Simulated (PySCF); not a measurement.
**BeSi⁺ at M06-L**

Level: M06-L. PySCF, no relativity, basis sets Be 6-311G(d,p), Si 6-311G(d,p).

```json
{
  "state": "²Π (doublet), unpaired electrons π ↑",
  "bond length": "2.239 Å",
  "harmonic wavenumber": "513 cm⁻¹",
  "force constant": "1.06 mdyn/Å",
  "rotational constant Be": "0.4934 cm⁻¹",
  "well depth De to Be + Si⁺": "2.33 eV",
  "dissociation energy D0": "2.29 eV",
  "bond order (Mayer)": "1.29",
  "dipole moment (positive dipole points towards Si; it is taken about the centre of mass and depends on that origin)": "-5.00 D"
}
```

For an ion De counts to the pair picked by the measured ionisation energies or electron affinities, which need not be the lowest pair at this level. The state is the lowest determinant that a PBE0 search found; another state may lie lower at other levels.
